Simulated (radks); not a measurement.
Task: Sc4+, 17 electrons, occupied as [Ne] 3s2 3p5. Calculated with a radial shooting solver on a logarithmic mesh with Libxc functionals: scalar-relativistic Kohn-Sham, PBEsol, spin-polarised, spherical densities, finite nucleus; open shells are filled with parallel spins first; Fermi nuclear charge, rms radius 3.5459 fm. Some entries of the table are withheld. Estimate them.

| orbital | occ. | eigenvalue (eV) | <1/r> (bohr^-1) | r(max) (bohr) |
|---|---|---|---|---|
| 1s up | 1 | -4448.615 | 20.75 | 0.04785 |
| 1s down | 1 | -4448.240 | 20.75 | 0.04784 |
| 2s up | 1 | -530.0481 | 4.296 | 0.2837 |
| 2s down | 1 | -529.7207 | 4.296 | 0.2838 |
| 2p up | 3 | -444.5100 | 4.201 | (1) |
| 2p down | 3 | -444.0528 | 4.201 | (2) |
| 3s up | 1 | -106.2151 | 1.362 | (3) |
| 3s down | 1 | -104.6506 | 1.359 | (4) |
| 3p up | 3 | -83.9935 | 1.255 | 0.9387 |
| 3p down | 2 | -82.4873 | 1.251 | 0.9399 |

Result: 
(1) 2p up r(max) (bohr): 0.2322
(2) 2p down r(max) (bohr): 0.2323
(3) 3s up r(max) (bohr): 0.9101
(4) 3s down r(max) (bohr): 0.9106
